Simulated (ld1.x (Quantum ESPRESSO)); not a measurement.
# Configuration tests for Tb (Z = 65) (TM semilocal)

```
Element                 : terbium
Generator               : ld1.x (Quantum ESPRESSO) 7.5
Type                    : norm-conserving Troullier–Martins (semilocal form)
Functional              : LDA (PZ)
Relativity              : scalar-relativistic
Frozen core             : [Kr] 4d10 5s2
Valence charge          : 17
Reference configuration : 4f9 5p6 5d0 6s2 6p0
Partial waves           : 5p (bound): rc 1.70 bohr; 5d (bound, empty): rc 3.25 bohr; 4f (bound): rc 1.35 bohr; 6s (bound): rc 3.10 bohr
Local potential         : the s channel
Core correction         : none
```

Energies are relative to the spin-unpolarised reference configuration 4f9 5p6 5d0 6s2 6p0; without spin polarisation the order of configurations can differ from experiment. Spin-polarised rows fill each open shell by Hund’s rule, majority spin first. Not all tests gave a result: 3 of 9 tests not solved or not reliable. Left out of the table: 4f10 5p6 5d0 6s0 6p0 (solver errors, printed error -2132 eV); 4f9 5p6 5d0 6s0 6p2 (solver errors, printed error -12.5 eV); 4f9 5p6 5d0 6s2 6p0 (spin-polarised) (solver errors, printed error +10.2 eV).

Give the all-electron excitation energy and the error of the potential for: 4f9 5p6 5d0 6s1 6p0; 4f9 5p6 5d0 6s0 6p0; 4f8 5p6 5d0 6s0 6p0; 4f9 5p6 5d0 6s1.5 6p0; 4f9 5p6 5d1 6s0 6p0; 4f9 5p6 5d0 6s1 6p0 (spin-polarised).

```json
{"valence configuration": "4f9 5p6 5d0 6s1 6p0", "charge": "+1", "ΔE all-electron (eV)": "6.377", "error AE − PS (meV)": "-1.1"}
{"valence configuration": "4f9 5p6 5d0 6s0 6p0", "charge": "+2", "ΔE all-electron (eV)": "18.108", "error AE − PS (meV)": "-8.4"}
{"valence configuration": "4f8 5p6 5d0 6s0 6p0", "charge": "+3", "ΔE all-electron (eV)": "43.733", "error AE − PS (meV)": "+141"}
{"valence configuration": "4f9 5p6 5d0 6s1.5 6p0", "charge": "+0.5", "ΔE all-electron (eV)": "2.543", "error AE − PS (meV)": "-0.5"}
{"valence configuration": "4f9 5p6 5d1 6s0 6p0", "charge": "+1", "ΔE all-electron (eV)": "8.341", "error AE − PS (meV)": "-6860"}
{"valence configuration": "4f9 5p6 5d0 6s1 6p0 (spin-polarised)", "charge": "+1", "ΔE all-electron (eV)": "1.924", "error AE − PS (meV)": "+6063"}
```

Levels in the configuration 4f9 5p6 5d0 6s0 6p0:

```tsv
level	all-electron (eV)	pseudo (eV)
4f	-17.126	-16.893
5p	-38.908	-38.805
```

These tests converged, but a pseudo level misses the all-electron one widely, so the file describes the atom poorly there or has found another state: 4f9 5p6 5d0 6s1 6p0: empty 6p by 3.9 eV; 4f9 5p6 5d0 6s1.5 6p0: empty 6p by 2.3 eV; 4f9 5p6 5d1 6s0 6p0: 5p by 6.7 eV.
